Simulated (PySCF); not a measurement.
## Dipole response of Mn+ (manganese, charge +1)

[Ar] 3d5 4s1, high-spin 7S determinant. Computed with PySCF 2.14 in aug-cc-pVTZ with one added diffuse shell each of s, p, d, f, g type (9s8p6d4f3g, 118 functions), with no relativity, point nucleus. Coupled (time-dependent) response in atomic units; α is the mean over directions.

| method | mean α (bohr³) | C₆ (like pair) | S(−4) |
| --- | --- | --- | --- |
| UHF | 40.58 | 225.0 | 1542 |
| PBE | 28.53 | 149.3 | 652.4 |

S(−4) is the Cauchy moment in α(ω) = α(0) + S(−4) ω² + …

α(iu) at PBE:

| u (hartree) | α(iu) (bohr³) |
| --- | --- |
| 0 | 28.53 |
| 0.0500 | 27.00 |
| 0.100 | 23.38 |
| 0.200 | 15.83 |
| 0.300 | 10.95 |
| 0.500 | 6.321 |
| 0.750 | 4.028 |
| 1.00 | 2.929 |
| 1.50 | 1.852 |
| 2.00 | 1.313 |
| 3.00 | 0.7736 |
| 5.00 | 0.3650 |

For an ion, C₆ is the dispersion term alone; charge-induced terms of lower order in 1/R come first.
